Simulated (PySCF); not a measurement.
# Excited states of Si²⁺ (silicon, charge +2)

Ground state [Ne] 3s2, ¹S. Calculation: PySCF 2.14, in aug-cc-pwCVTZ with one added diffuse shell each of s, p, d, f type (9s8p6d4f, 91 functions); the non-relativistic Hamiltonian (point nucleus). Vertical excitation energies in eV without spin-orbit coupling; excited terms of each kind are numbered among those the solver found. Frozen: nothing.

| term | leading excitation | EOM-EE-CCSD |
| --- | --- | --- |
| 1 3P° | 3s → p | 6.490 |
| 1 1P° | 3s → p | 10.276 |
| 1 3D | 3s → d | 17.634 |
| 1 3S | 3s → s | 18.934 |
| 1 1S | 3s → s | 19.714 |
| 1 1D | 3s → d | 20.788 |
| 2 3P° | 3s → p | 21.719 |
| 2 1P° | 3s → p | 21.894 |
| 2 3D | 3s → d | 24.923 |
| 2 1D | 3s → d | 25.313 |
| 1 1F° | 3s → f | 25.389 |
| 1 3F° | 3s → f | 26.123 |

Doubly excited terms such as np² are absent. The solver can miss terms. Rydberg members are limited by the diffuse functions of the basis.
